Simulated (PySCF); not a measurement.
A mixed set of molecules. Method used: TDDFT CAM-B3LYP/def2-SVPD, vertical, gas phase, core orbitals frozen in the response (PySCF). Geometries: GFN2-xTB; one conformer of each isolated species. Triplets are in the Tamm–Dancoff approximation. 'Strongest' means the level of largest summed f among the lowest 8 singlets; it needn't be the same kind of state in each. Ions are computed without counter-ions or solvent.

**Question.** Rank by computed HOMO energy, lowest first.
A. `[SiH3]O[SiH3]` (H6OSi2)
B. `P1PPP1` (P4H4)
C. `C1=CCC[CH+]1` ([C5H7]+)
D. `CCC1=C[CH+]1` ([C5H7]+)
E. `FP` (FH2P)
F. `C1CC(=C1Cl)C#N` (C5H4ClN)

**Answer.** D (-16.14 eV), C (-15.85 eV), A (-9.93 eV), E (-9.43 eV), F (-8.95 eV), B (-7.79 eV).

| SMILES | HOMO (eV) | S1 (eV) | f (S1) | strongest (eV) | T1 (eV) | S1 mainly |
| --- | --- | --- | --- | --- | --- | --- |
| CCc1c[cH+]1 | -16.14 | 6.49 | 0.001 | 7.27 | 6.12 | H-2→L+1 (36%) |
| C1=CCC[CH+]1 | -15.85 | 5.29 | 0.200 | 9.25 | 3.07 | H→L (98%) |
| [SiH3]O[SiH3] | -9.93 | 7.20 | 0.006 | 8.43 | 6.86 | H→L (93%) |
| FP | -9.43 | 5.59 | 0.029 | 7.94 | 4.37 | H→L (98%) |
| N#CC1=C(Cl)CC1 | -8.95 | 5.67 | 0.352 | 5.67 | 3.39 | H→L (94%) |
| P1PPP1 | -7.79 | 4.17 | 0.006 | 5.31 | 3.61 | H→L (97%) |

H and L stand for HOMO and LUMO.

- `CCc1c[cH+]1`: Löwdin shares by element: HOMO carbon 51% or more, hydrogen 26% or more (atoms not listed hold the other 23%); LUMO carbon 88% or more, hydrogen 7% or more.
- `C1=CCC[CH+]1`: Löwdin shares by element: HOMO carbon 80% or more (atoms not listed hold the other 20%); LUMO carbon 79% or more (atoms not listed hold the other 21%).
- `[SiH3]O[SiH3]`: Löwdin shares by element: HOMO oxygen 36%, silicon 27%, hydrogen 12% or more (atoms not listed hold the other 25%); LUMO silicon 49%, oxygen 12%, hydrogen 7% or more (atoms not listed hold the other 32%).
- `FP`: Löwdin shares by element: HOMO phosphorus 62%, hydrogen 20%, fluorine 18%; LUMO phosphorus 55%, hydrogen 27%, fluorine 18%.
- `N#CC1=C(Cl)CC1`: Löwdin shares by element: HOMO carbon 44% or more, chlorine 20%, nitrogen 14% (atoms not listed hold the other 22%); LUMO carbon 64% or more, nitrogen 17% (atoms not listed hold the other 20%).
- `P1PPP1`: Löwdin shares by element: HOMO phosphorus 88%; LUMO phosphorus 87%.
